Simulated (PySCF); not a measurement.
Species: CH10GeSi2.
SMILES with atom numbers: `[SiH3:1][CH2:2][SiH2:3][GeH3:4]` (hydrogens: H5, H6, H7 on Si1; H8, H9 on C2; H10, H11 on Si3; H12, H13, H14 on Ge4)

Level of theory: PBE0-D3(BJ)/def2-SVP geometry optimisation, gas phase (PySCF).

(1) List the bond lengths, angles and torsions at this level.

## Answers

(1) 
| bond | length (pm) | order |
| --- | --- | --- |
| Si1–C2 | 188.2 | single |
| C2–Si3 | 188.7 | single |
| Si3–Ge4 | 238.7 | single |
| Si1–H5, Si1–H6, Si1–H7 | 149.5 | single |
| C2–H8, C2–H9 | 110.4 | single |
| Si3–H10, Si3–H11 | 149.7 | single |
| Ge4–H12, Ge4–H13, Ge4–H14 | 154.1 | single |

Bonds in one row agree within 1 pm and their mean is given. Orders are formal, as drawn. A selection of angles:
| angle | degrees |
| --- | --- |
| C2–Si1–H5 | 110.4 |
| C2–Si1–H6 | 110.9 |
| H5–Si1–H6 | 108.7 |
| H5–Si1–H7 | 108.3 |
| Si1–C2–Si3 | 115.3 |
| Si1–C2–H8 | 109.0 |
| Si1–C2–H9 | 108.5 |
| Si3–C2–H8 | 108.5 |
| Si3–C2–H9 | 108.5 |
| H8–C2–H9 | 106.9 |
| C2–Si3–Ge4 | 111.2 |
| C2–Si3–H10 | 109.8 |
| Ge4–Si3–H10 | 108.7 |
| H10–Si3–H11 | 107.8 |
| Si3–Ge4–H12 | 110.4 |
| Si3–Ge4–H13 | 111.2 |
| H12–Ge4–H13 | 108.0 |

Dihedral angles: Si1–C2–Si3–Ge4 59° (synclinal). The mirror-image conformer, all signs reversed, is as good.

Ge4 (germanium bonded to Si and 3 H) is tetrahedral (angles from 108.0° to 111.2°). Si3 (SiH2 silicon) is tetrahedral (angles from 107.8° to 111.2°). Si1 (SiH3 silicon) is tetrahedral (angles from 108.3° to 110.9°).

Point group: C1 (no symmetry element, even within 0.4 Å). PBE0-D3(BJ)/def2-SVP frequencies: not computed here. One conformer, not necessarily the lowest.
